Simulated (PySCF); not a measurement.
# One molecule, several mistakes: AlBGeH3O

All numbers below are calculated, not measured. The program is PySCF 2.14.0, an open-source quantum chemistry code, run on an isolated molecule that a program drew, which may never have been made. The molecule is AlBGeH3O (charge 0, doublet), drawn as the SMILES string `[O]=[Al][BH][GeH2]`.

Each row is a Hartree-Fock (HF) and frozen-core CCSD(T) single point in the cc-pV(D+d)Z basis, meant for a local HF minimum. Run 1 is clean. Each other run has one planted mistake out of seven kinds, and not every kind appears here: one electron removed, one electron added, multiplicity raised by two, geometry at a saddle point, minimal basis STO-3G, one bond length entered in bohr, all coordinates scaled. The reference is restricted for singlets and unrestricted otherwise, and also for a bond in bohr. Adding or removing an electron swaps singlet and doublet. Electrons count all cores. HOMO and LUMO are orbital energies over both spins, the gradient is its largest component, and the lowest frequency (negative if imaginary) is given only where the gradient is small. Bond lengths are over the 6 bonds as drawn. T1 is the CCSD diagnostic: over 0.02 (restricted) or 0.045 (unrestricted) a single reference is doubtful. Germanium has the cc-pVDZ-PP basis, with a core potential (ECP10MDF) in place of its 10 inner electrons, and its 3s, 3p and 3d shells are frozen in CCSD(T).

Geometry of the clean run:
```xyz
7
AlBGeH3O, angstrom
O     0.9839    3.9106   -0.5273
Al   -0.2868    3.0974   -0.0724
B    -1.9715    1.9538    0.5103
Ge   -2.1600    0.0434    0.0326
H    -2.8554    2.4465    1.1483
H    -3.3440   -0.8362    0.4188
H    -1.1318   -0.7422   -0.7738
```

| run | electrons | basis functions | <S^2> | HOMO (eV) | LUMO (eV) | gradient (hartree/bohr) | lowest frequency (cm^-1) | mean bond (Å) | longest bond (Å) | T1 | HF (hartree) | CCSD(T) (hartree) | mistake |
|---|---|---|---|---|---|---|---|---|---|---|---|---|---|
| 1 | 61 | 89 | 0.758 | -9.09 | -0.84 | 2.3e-05 | 84 | 1.6529 | 2.118 | 0.0299 | -636.51726 | -636.98496 | no fault |
| 2 | 62 | 89 | 0.000 | -2.27 | 5.61 | 3.8e-02 | - | 1.6529 | 2.118 | 0.0261 | -636.57233 | -637.07731 | one electron added |
| 3 | 61 | 89 | 1.443 | -9.21 | -1.11 | 1.7e-02 | - | 1.8303 | 2.261 | 0.0713 | -636.39751 | -636.86808 | one bond length entered in bohr |
| 4 | 61 | 89 | 3.793 | -5.57 | -0.49 | 1.2e-01 | - | 1.6529 | 2.118 | 0.0206 | -636.44809 | -636.85573 | multiplicity raised by two |
| 5 | 60 | 89 | 0.000 | -14.18 | -7.70 | 5.4e-02 | - | 1.6529 | 2.118 | 0.0624 | -636.20959 | -636.66804 | ? |

**Which mistake was planted in run 5, and what did it cost?**

It counts 60 electrons, one fewer than the clean run, at the same geometry and basis. So the mistake is: one electron removed. Subtracting run 1 and multiplying by 627.51 kcal/mol a hartree, the energy moved by 193.1 kcal/mol in HF and 198.9 kcal/mol in CCSD(T).

Cautions from the logs. Run 2: T1 is over the limit, so its CCSD(T) energy is less reliable; run 3: T1 is over the limit, so its CCSD(T) energy is less reliable; run 5: T1 is over the limit, so its CCSD(T) energy is less reliable.
